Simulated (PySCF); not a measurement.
Si(Cl)2(F)(GeH3) (Cl₂FGeH₃Si), SMILES Cl[Si](Cl)(F)[GeH3].

Geometry optimised at B3LYP-D3(BJ)/def2-SVP. The structure was generated by enumeration, and PubChem lists no compound with its InChIKey, so it may never have been made.

Two levels are set side by side: TDA-PBE/def2-SVPD (PySCF) and TDA-ωB97X/def2-SVPD (PySCF). Vertical, same geometry. The lowest singlet is HOMO→LUMO 87 % with PBE and HOMO→LUMO+1 55 %, HOMO→LUMO 35 % with the other functional; states are paired by order. Differences are taken from unrounded values.

```
quantity                               TDA-ωB97X  TDA-PBE  TDA-PBE minus TDA-ωB97X
-------------------------------------  ---------  -------  -----------------------
lowest singlet excitation (eV)              7.43     6.55                    -0.88
lowest triplet excitation (TDA) (eV)        6.47     5.78                    -0.69
first bright state (f over 0.05) (eV)       7.43     6.55                    -0.88
its oscillator strength                     0.11     0.21                     0.09
```

A lower first singlet is the usual sign of a functional without exact exchange. Differences between two approximate levels are no errors against the true value.

Rough cost on one machine, each run with all the roots and properties that it gave: TDA-ωB97X against TDA-PBE about 7 times.
